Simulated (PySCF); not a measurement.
Worked example for `[O]=[Ti]([Cl])[Cl]` (Cl2OTi): electron affinity to the radical anion

Level of theory: PBE0-D3(BJ)/ma-def2-SVP single points in PySCF, grid level 2; every species was optimised with BP86-D3(BJ)/ma-def2-SVP. Zero-point energies come from unscaled GFN2-xTB harmonic frequencies. These were taken at the GFN2-xTB minima.

```jsonl
{"state": "parent", "structure": "parent", "E / Eh": "-1844.244339"}
{"state": "radical anion", "structure": "parent", "E / Eh": "-1844.336613"}
{"state": "radical anion", "structure": "radical anion", "E / Eh": "-1844.347332"}
{"state": "parent", "structure": "radical anion", "E / Eh": "-1844.233194"}
```

Zero-point energy of the radical anion less that of the parent: -0.018 eV. 1 Eh = 27.2114 eV.

Task: Work out the vertical and adiabatic electron affinity.

Result: Vertical: (-1844.244339) − (-1844.336613) = 0.092274 Eh = 2.51 eV. Adiabatic: 0.102993 Eh = 2.803 eV, and 2.82 eV with zero-point energy.

Task: And the inner reorganisation energy of self-exchange?

Result: The radical anion relaxes by 291.7 meV and the parent by 303.3 meV, so λ = 595 meV.

Known limits: ma-def2-SVP is a small basis, whose errors can reach tens of kJ/mol; spin-orbit coupling is left out of the energies, which matters for open shells on the heavier atoms.
